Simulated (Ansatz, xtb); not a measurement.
Ranking isomers of H3OSSi2

9 gas-phase structures of H3OSSi2, found in a search over its isomers (lower ones may exist). Each was relaxed with GFN2-xTB:

A. `O=[SiH][SiH2][S]`, a doublet
B. `O1[SiH]S[SiH2]1`, a doublet
C. `[SiH3]O[Si]=S`, a doublet
D. `O=[Si]([SiH3])[S]`, a doublet
E. `[SiH2]O[SiH]=S`, a doublet
F. a doublet given by its coordinates
G. a doublet given by its coordinates
H. `O=[SiH]S[SiH2]`, a doublet
I. `O=[Si]S[SiH3]`, a doublet

G (Å):

```xyz
7

O    -0.5374   -0.0663   -0.5308
S    -2.8258   -1.9505   -1.3677
Si    0.8003   -0.2443    0.4314
Si   -1.9201    0.0076   -1.3355
H    -1.7834   -2.5865   -1.8838
H    -2.8839    0.8244   -0.6200
H    -1.5884    0.4067   -2.6935
```

Close contacts (Å): O1–Si3 1.66, O1–Si4 1.60, S2–Si4 2.16, S2–H5 1.33, Si4–H6 1.45, Si4–H7 1.45.

F (Å):

```xyz
7

O    -2.7249   -1.1769   -3.0714
S    -0.0059    0.0204   -1.6846
Si   -1.7138   -1.4609   -1.9884
Si   -1.5693    0.3344   -0.3247
H    -1.1939   -2.6859   -1.4264
H    -2.3790    1.5256   -0.4709
H    -1.3361   -0.0632    1.0542
```

Close contacts (Å): O1–Si3 1.51, S2–Si3 2.28, S2–Si4 2.10, Si3–Si4 2.45, Si3–H5 1.44, Si4–H6 1.45, Si4–H7 1.45.

Task: Which do you expect lowest at r2SCAN-D4/def2-SVP, and how would the others follow?

Result: Calculated order at r2SCAN-D4/def2-SVP: B (0.0), C (44.5), E (82.7), G (108.6), I (140.2), H (171.3), F (180.1), D (208.8), A (246.2) kJ/mol.

Energies above the lowest of each column, in kJ/mol; the last columns are at PBE0-D3(BJ)/def2-SVP geometries and were run for some of them only (a dash: not run or not comparable):

```json
{"structure": "B", "GFN2-xTB": "12.0", "HF/STO-3G": "0.0", "r2SCAN-D4/def2-SVP": "0.0", "PBE0-D3(BJ)/def2-SVP": "0.0", "CCSD(T)/def2-SVP + ΔMP2/def2-TZVPP": "0.0"}
{"structure": "C", "GFN2-xTB": "0.0", "HF/STO-3G": "115.2", "r2SCAN-D4/def2-SVP": "44.5", "PBE0-D3(BJ)/def2-SVP": "62.4", "CCSD(T)/def2-SVP + ΔMP2/def2-TZVPP": "54.9"}
{"structure": "E", "GFN2-xTB": "16.8", "HF/STO-3G": "222.4", "r2SCAN-D4/def2-SVP": "82.7", "PBE0-D3(BJ)/def2-SVP": "91.4", "CCSD(T)/def2-SVP + ΔMP2/def2-TZVPP": "90.4"}
{"structure": "G", "GFN2-xTB": "89.0", "HF/STO-3G": "114.8", "r2SCAN-D4/def2-SVP": "108.6", "PBE0-D3(BJ)/def2-SVP": "–", "CCSD(T)/def2-SVP + ΔMP2/def2-TZVPP": "–"}
{"structure": "I", "GFN2-xTB": "83.1", "HF/STO-3G": "138.5", "r2SCAN-D4/def2-SVP": "140.2", "PBE0-D3(BJ)/def2-SVP": "–", "CCSD(T)/def2-SVP + ΔMP2/def2-TZVPP": "–"}
{"structure": "H", "GFN2-xTB": "79.3", "HF/STO-3G": "255.2", "r2SCAN-D4/def2-SVP": "171.3", "PBE0-D3(BJ)/def2-SVP": "–", "CCSD(T)/def2-SVP + ΔMP2/def2-TZVPP": "–"}
{"structure": "F", "GFN2-xTB": "96.2", "HF/STO-3G": "250.5", "r2SCAN-D4/def2-SVP": "180.1", "PBE0-D3(BJ)/def2-SVP": "–", "CCSD(T)/def2-SVP + ΔMP2/def2-TZVPP": "–"}
{"structure": "D", "GFN2-xTB": "109.0", "HF/STO-3G": "218.4", "r2SCAN-D4/def2-SVP": "208.8", "PBE0-D3(BJ)/def2-SVP": "–", "CCSD(T)/def2-SVP + ΔMP2/def2-TZVPP": "–"}
{"structure": "A", "GFN2-xTB": "93.8", "HF/STO-3G": "223.3", "r2SCAN-D4/def2-SVP": "246.2", "PBE0-D3(BJ)/def2-SVP": "–", "CCSD(T)/def2-SVP + ΔMP2/def2-TZVPP": "–"}
```

CCSD(T)/def2-SVP + ΔMP2/def2-TZVPP puts B lowest of those it was run on; GFN2-xTB picks C. Flexible structures stand in one conformer each, not always the lowest. C keeps a small imaginary mode. Frequencies (PBE0-D3(BJ)/def2-SVP) were run for B, C, E alone. The ΔMP2 step shifts differences by up to 17.5 kJ/mol, which makes them less sure. Open shells are spin-unrestricted, some with notable spin contamination. ΔMP2 is the change of the MP2 energy from the smaller to the larger basis.

Over these structures GFN2-xTB departs from r2SCAN-D4/def2-SVP by 35.6 kJ/mol on average once a common shift is removed. A GFN2-xTB relaxation took about 0.18 s and the r2SCAN-D4/def2-SVP energy about 2.8 s on a shared host (Ansatz 0.2.0, xtb 6.7.1).
